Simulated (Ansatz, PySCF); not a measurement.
This singlet lies 1.67 eV below the relaxed triplet at the level composite: frozen-core CCSD(T) with HF/cc-pVQZ and the correlation energy extrapolated as X^-3 from cc-pVTZ and cc-pVQZ, plus CCSDT(Q) minus CCSD(T) in cc-pVDZ // B3LYP-D3(BJ)/def2-TZVP (Ansatz, an electronic-structure program).

B3LYP has the VWN-RPA correlation part, as in Gaussian. 

Cartesian coordinates (Å):
SMILES: C=[SiH2]
```xyz
6

C     -0.9215     0.0327     0.0343
Si     0.7772    -0.0276    -0.0289
H     -1.4513     0.7023     0.6993
H     -1.5452    -0.5960    -0.5879
H      1.6340     0.8241     0.8138
H      1.5067    -0.9355    -0.9306
```
Charge 0, spin multiplicity 1.

Question: What is the computed LUMO, total energy, dipole moment, HOMO and HOMO–LUMO gap (B3LYP-D3(BJ)/def2-TZVP run with PySCF)?

Answer: 
| Item | Result |
|---|---|
| LUMO | -1.41 eV |
| total energy | -8979.66 eV |
| dipole moment | 0.75 D |
| HOMO | -6.40 eV |
| HOMO–LUMO gap | 4.98 eV |
